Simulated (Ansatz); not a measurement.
`CSB[SiH2]O` + `N=C=O` → `O=C=N[SiH2]O` + `BSC`  (cleavage of the Si–B bond)

Computed with Ansatz on PBE0-D4/def2-TZVP structures; ΔE is electronic, products minus reactants. CCSD(T)/CBS adds triple-zeta CCSD(T) − MP2 to the extrapolated MP2 energy (def2 sets, frozen cores). This one scheme is used for every species. Functionals use def2-TZVPP. HSE06 is defined as in plane-wave codes. Each species was taken in one conformer, which may not be the lowest.

`CSB[SiH2]O`:

Cartesian coordinates in Å:
```
C 0.024 -2.564 0.344
S -0.706 -0.910 0.262
B 0.594 0.220 -0.033
Si 0.113 2.159 -0.237
O -1.499 2.479 -0.035
H -0.242 -3.018 1.298
H 1.106 -2.494 0.253
H -0.381 -3.172 -0.465
H 1.717 -0.183 -0.124
H 0.811 2.991 0.778
H 0.580 2.611 -1.584
H -2.117 1.882 -0.458
```

`N=C=O`:

Cartesian coordinates in Å:
```
N -0.697 0.132 -0.288
C 0.449 -0.185 -0.075
O 1.552 -0.539 -0.003
H -1.304 0.592 0.366
```

`O=C=N[SiH2]O`:

Cartesian coordinates in Å:
```
O -2.009 -2.501 0.077
C -1.378 -1.534 -0.066
N -0.768 -0.518 -0.217
Si 0.547 0.565 -0.377
O 1.257 0.868 1.064
H 1.587 -0.055 -1.220
H -0.012 1.797 -0.978
H 0.776 1.378 1.717
```

`BSC`:

Cartesian coordinates in Å:
```
B 0.523 -0.604 -1.370
S -0.173 0.854 -0.700
C -0.423 0.516 1.059
H 0.737 -1.558 -0.685
H 0.764 -0.577 -2.537
H -1.482 0.619 1.294
H 0.142 1.242 1.644
H -0.088 -0.492 1.295
```

| level | ΔE (kJ/mol) |
| --- | --- |
| HSE06-D4 | -108.6 |
| ωB97M-V | -122.1 |
| r2SCANh | -117.1 |
| r2SCAN0 | -120.8 |
| LC-ωPBE | -116.9 |
| SCS-MP2/def2-TZVPP | -130.6 |
| MP2/def2-QZVPP | -128.6 |
| HF/CBS(def2) | -150.9 |

Q: What does CCSD(T)/CBS give? (Best estimate.)

A: The calculation gave: -119.7 kJ/mol. The listed levels differ from it by 11.1, -2.4, 2.6, -1.1, 2.8, -10.9, -8.9, -31.2 kJ/mol.

Largest T1 diagnostic among the species: 0.018.

In def2-TZVPP, CCSD(T) changes the Hartree–Fock value by +29.6 kJ/mol (the triples alone add +4.5 kJ/mol) and MP2 by +21.3 kJ/mol. The D4 term adds +4.0 kJ/mol with B3LYP and +2.3 kJ/mol with PBE0; it sums over pairs of atoms, weighted by their polarisabilities, and B3LYP, whose exchange is more repulsive, gets the larger term.

CCSD(T)/CBS has its own doubt, a few kJ/mol and more with outer-core shells, so smaller differences from it don't rank the levels.

B3LYP here is the variant with VWN-RPA as its local correlation; programs differ in this.
